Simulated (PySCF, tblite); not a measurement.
A database entry of computed molecular properties. Lists by class give the value and the number of equivalent atoms.

```json
{
 "formula": "C6H10FNO",
 "smiles": "CC(=O)N/C=C(/C)CF",
 "charge": 0,
 "multiplicity": 1,
 "geometry_level": "GFN2-xTB",
 "electronic_structure_code": "PySCF",
 "results": {
  "GFN2-xTB geometry": {
   "point_group": "C1",
   "rotational_constants_GHz": [2.669, 0.917, 0.695]
  },
  "PBE0/pcSseg-1 ground state and GIAO shieldings, non-relativistic": {
   "dipole_D": 3.23,
   "homo_eV": -6.34,
   "lumo_eV": -0.08,
   "shift_vs_computed_TMS_C_by_class_ppm": [
    [167.0, 1],
    [127.5, 1],
    [110.3, 1],
    [90.7, 1],
    [24.3, 1],
    [19.8, 1]
   ],
   "shift_vs_computed_TMS_H_by_class_ppm": [
    [7.45, 1],
    [7.16, 1],
    [5.39, 2],
    [1.91, 3],
    [1.64, 3]
   ],
   "shielding_other_nuclei_by_class_ppm": [
    ["N", 111.0, 1],
    ["O", -100.2, 1],
    ["F", 433.3, 1]
   ]
  },
  "GFN2-xTB harmonic vibrations, gas phase": {
   "strongest_ir_bands_cm-1_km_per_mol_modes": [
    [549.6, 58.3, 1],
    [1235.3, 147.8, 1],
    [1286.3, 80.7, 1],
    [1401.1, 257.9, 1],
    [1414.3, 290.2, 1],
    [1749.1, 593.5, 1]
   ],
   "zpe_kcal_per_mol": 95.3
  }
 }
}
```

With B = h/(8π²I), that is 505.379 GHz u Å² over I, the principal moments of inertia are 189.4, 550.8 and 727.3 u Å² (most abundant isotopes). The zero-point energy, half the sum of the 51 harmonic wavenumbers, equals 33330 cm⁻¹ or 399 kJ/mol.

 NMR classes are plain means over equivalent atoms (diastereotopic ones count apart unless rotation or inversion swaps them), as if these changed places fast; in this geometry the members of some classes differ.

Conformer computed: `[CH3:1][C:2](=[O:3])[NH:4]/[CH:5]=[C:6](/[CH3:7])[CH2:8][F:9]`: C1–C2–N4–C5 180°, C2–N4–C5–C6 180°, C5–C6–C8–F9 23°.

One conformer stands for the species.
